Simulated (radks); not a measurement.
The nuclear charge of neutral lanthanum is varied continuously with 57 electrons held in [Xe] 5d1 6s2. Calculated with a radial shooting solver on a logarithmic mesh with Libxc functionals: Dirac Kohn-Sham, PBE, spin-unpolarised, spherical densities, finite nucleus; open shells are shared between the two j in proportion to 2j + 1; Fermi nuclear charge, rms radius 4.855 fm. By the Hellmann-Feynman theorem dE/dZ = E(electron-nucleus)/Z, the electronic potential at the nucleus (averaged over a nucleus of fixed radius).

| Z | E (hartree) | E(electron-nucleus)/Z (hartree) | HOMO | e(HOMO) (eV) | <r> HOMO (bohr) |
|---|---|---|---|---|---|
| 56.8 | -8424.7789 | -360.862 | 5d5/2 | -1.686 | 3.241 |
| 57 | -8497.1319 | -362.667 | 5d5/2 | -3.014 | 3.031 |
| 57.2 | -8569.8458 | -364.472 | 5d5/2 | -4.468 | 2.869 |
| 57.4 | -8642.9205 | -366.276 | 6s1/2 | -5.961 | 4.095 |
| 57.6 | -8716.3562 | -368.081 | 6s1/2 | -7.207 | 3.957 |
| 57.8 | -8790.1531 | -369.887 | 6s1/2 | -8.517 | 3.832 |
| 58 | -8864.3113 | -371.695 | 6s1/2 | -9.887 | 3.719 |

The central difference of E at Z = 57 is -362.667 hartree, to compare with the third column; the second derivative is -9.02 hartree.
